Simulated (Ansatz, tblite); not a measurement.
Forces on the cluster Li₆Al₂ at its PBE-D4/def2-SVP geometry. Total charge 0; singlet.

The xTB rows come from tblite. The restricted singlet is unstable towards broken spin symmetry in Hartree–Fock (as tested in another run); at PBE-D4/def2-TZVP this wasn't settled. The structure comes from a short search, and lower isomers may exist.

GFN1-xTB (tblite), largest force 0.72 eV/Å:

```xyz
8
positions Å, forces eV/Å
Al   -1.079   -0.840   -0.151   -0.543   -0.419   -0.069
Al    1.077    0.843    0.151    0.541    0.422    0.067
Li   -0.373    0.885   -2.155    0.671   -0.249   -0.081
Li   -2.711   -1.406    1.800    0.442    0.353    0.091
Li    0.375   -0.892    2.149   -0.670    0.250    0.083
Li    2.707    1.410   -1.803   -0.440   -0.354   -0.090
Li    1.289   -1.373   -1.416    0.030    0.620   -0.364
Li   -1.286    1.372    1.425   -0.031   -0.622    0.363
```

GFN2-xTB (tblite), largest force 0.43 eV/Å:

```
Al -0.022 -0.085 -0.233
Al 0.016 0.092 0.230
Li 0.393 -0.109 -0.129
Li 0.238 0.230 0.172
Li -0.386 0.108 0.131
Li -0.238 -0.231 -0.172
Li 0.074 0.318 -0.268
Li -0.075 -0.324 0.269
```

PBE-D4/def2-TZVP (Ansatz), largest force 0.08 eV/Å:

```
Al 0.039 0.047 0.050
Al -0.042 -0.045 -0.052
Li 0.037 -0.008 0.020
Li 0.020 0.013 -0.003
Li -0.038 0.008 -0.017
Li -0.019 -0.014 0.003
Li 0.000 0.043 0.001
Li 0.001 -0.043 -0.004
```
